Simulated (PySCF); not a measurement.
C₆ coefficients of unlike pairs at BLYP

Calculated with PySCF 2.14 from the dipole response of each species, C₆(A,B) = (3/π) ∫ α_A(iu) α_B(iu) du, in atomic units, from isotropic polarisabilities. For ions this is the dispersion term alone; charge-induced terms of lower order in 1/R come first.

```json
{"species": "Re³⁺", "configuration": "[Xe] 4f14 5d4 (5D)", "basis": "aug-cc-pwCVTZ-PP with ECP60MDF (8s8p7d4f3g)", "relativity": "core potential", "α (bohr³)": "7.502", "C₆ (like pair)": "39.02"}
{"species": "Rh³⁺", "configuration": "[Kr] 4d6 (5D)", "basis": "aug-cc-pwCVDZ-PP with ECP28MDF (6s6p5d3f)", "relativity": "core potential", "α (bohr³)": "4.854", "C₆ (like pair)": "22.16"}
{"species": "K⁺", "configuration": "[Ar] (1S)", "basis": "dyall-acv3z (25s18p7d3f)", "relativity": "spin-free X2C", "α (bohr³)": "5.753", "C₆ (like pair)": "24.76"}
```

Q: Estimate C₆ for K⁺ with Re³⁺.

A: The integral gives 31.02. The combination rule 2 C_A C_B / (C_A α_B/α_A + C_B α_A/α_B) gives 31.06 and the geometric mean 31.08.

No spin-orbit coupling is included.

The other pairs:

```csv
pair,C₆
"K⁺, Rh³⁺",23.17
"Rh³⁺, Re³⁺",29.21
```
